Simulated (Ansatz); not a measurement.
Total energies of Ge4O10H4 (the lowest singlet isomer of a short search) from Ansatz at PBE0-D4/def2-SVP, gas phase (1 Eh = 27.2114 eV = 2625.5 kJ/mol). The reference geometry is relaxed at PBE-D4/def2-SVP.

```
atom   x (Å)   y (Å)   z (Å)
 Ge1   0.440   0.909   2.618
 Ge2  -1.639  -0.314  -0.650
 Ge3   1.312   0.291   0.248
 Ge4   0.066   0.335  -2.759
  O5   0.878   1.068  -3.983
  O6   2.221  -0.805  -0.923
  O7  -0.712  -1.900  -0.398
  O8   0.523  -0.644   1.595
  O9   0.006   0.855  -0.896
 O10   1.698   1.610   1.373
 O11  -2.606   0.324   0.545
 O12  -1.577  -0.352  -2.473
 O13  -1.177   1.552   2.520
 O14   1.239  -1.294  -1.893
 H15  -1.729   1.149   1.762
 H16  -0.471  -1.927   0.564
 H17   1.029   0.914   4.034
 H18   0.500  -1.770  -1.286
```

| state | geometry | energy (Eh) |
| --- | --- | --- |
| charge 0 singlet | reference | -9059.33380 |
| charge 1 doublet | reference | -9058.95296 |
| charge 1 doublet | relaxed at PBE-D4/def2-SVP | -9058.97950 |
| charge -1 doublet | reference | -9059.39456 |
| free Ge atom (triplet) | – | -2076.39507 |
| free O atom (triplet) | – | -74.92490 |
| free H atom (doublet) | – | -0.50029 |

The structure holds one bond between oxygen atoms, so isomers without such links may lie far lower.

Task: Work out the vertical ionisation energy to the doublet.

Result: E(charge 1 doublet) − E(charge 0 singlet) = -9058.95296 − (-9059.33380) = 0.38084 Eh = 10.36 eV. For comparison, −ε of the highest occupied level is 8.67 eV at this level, 1.69 eV less.

Task: Work out the vertical electron affinity, to the doublet.

Result: E(charge 0 singlet) − E(charge -1 doublet) = -9059.33380 − (-9059.39456) = 0.06076 Eh = 1.65 eV. The basis lacks diffuse functions, which makes affinities too small.

Task: Give the fundamental gap IE − EA, the Mulliken electronegativity (IE + EA)/2 and the hardness (IE − EA)/2.

Result: From the values in Eh: IE − EA = 0.38084 − 0.06076 = 0.32008 Eh = 8.71 eV; (IE + EA)/2 = 6.01 eV; (IE − EA)/2 = 4.35 eV. The HOMO–LUMO gap of the same run is 5.35 eV, 3.36 eV smaller than the fundamental gap.

Task: How much does the charge 1 doublet relax, and what is the adiabatic ionisation energy?

Result: Relaxation: -9058.95296 − (-9058.97950) = 0.02654 Eh = 0.72 eV. Adiabatic ionisation energy: 0.35430 Eh = 9.64 eV, without zero-point energy. 

Task: What is the binding energy per atom against free atoms?

Result: Atoms: 4 × (-2076.39507) + 10 × (-74.92490) + 4 × (-0.50029) = -9056.83044 Eh. Binding: -9056.83044 − (-9059.33380) = 2.50336 Eh = 68.12 eV, or 3.78 eV for each of 18 atoms (no zero-point energy, no counterpoise term).

At PBE0-D4/def2-SVP the highest occupied level of the charge -1 doublet lies above zero (up to 0.09 eV). By energy differences its removal costs 1.65 eV (vertical, to the charge 0 singlet, at PBE0-D4/def2-SVP); self-interaction error and the lack of diffuse functions both raise the level.  

The structure comes from a short search, and lower isomers may exist.
